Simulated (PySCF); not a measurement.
CH6ClNOSi2, SMILES O[Si@@]1(Cl)CN[SiH2]1.

Geometry: PBE0-D3(BJ)/def2-SVP. The structure was generated by enumeration; whether it is a known compound was not checked. Other conformers were not sampled.

Calculation: TDA-PBE/def2-SVPD run with PySCF.

Vertical excitations. The molecule is in vacuum.

Estimate the UV-visible absorptions. (Estimate from the structure and the level; the computed values follow.)


| state | energy (eV) | λ (nm) | f | main pairs |
|---|---|---|---|---|
| S1 | 4.62 | 269 | 0.002 | HOMO→LUMO 96 % |
| S2 | 4.75 | 261 | 0.001 | HOMO→LUMO+1 74 %, HOMO→LUMO+2 23 % |
| S3 | 5.05 | 246 | 0.004 | HOMO→LUMO+2 75 %, HOMO→LUMO+1 21 % |
| S4 | 5.42 | 229 | 0.017 | HOMO−1→LUMO 86 % |
| S5 | 5.65 | 220 | 0.005 | HOMO→LUMO+3 98 % |
| S6 | 5.74 | 216 | 0.080 | HOMO−1→LUMO+1 88 % |
| S7 | 5.93 | 209 | 0.083 | HOMO−1→LUMO+2 82 % |
| S8 | 6.01 | 206 | 0.011 | HOMO→LUMO+4 96 % |
| S9 | 6.45 | 192 | 0.009 | HOMO→LUMO+5 95 % |
| S10 | 6.53 | 190 | 0.032 | HOMO−1→LUMO+3 79 % |
| T1 | 4.35 | 285 | 0 | HOMO→LUMO 99 % |
| T2 | 4.58 | 271 | 0 | HOMO→LUMO+1 84 %, HOMO→LUMO+2 15 % |
| T3 | 4.77 | 260 | 0 | HOMO→LUMO+2 84 %, HOMO→LUMO+1 15 % |
| T4 | 4.92 | 252 | 0 | HOMO−1→LUMO 94 % |
Triplets are in the Tamm–Dancoff approximation.
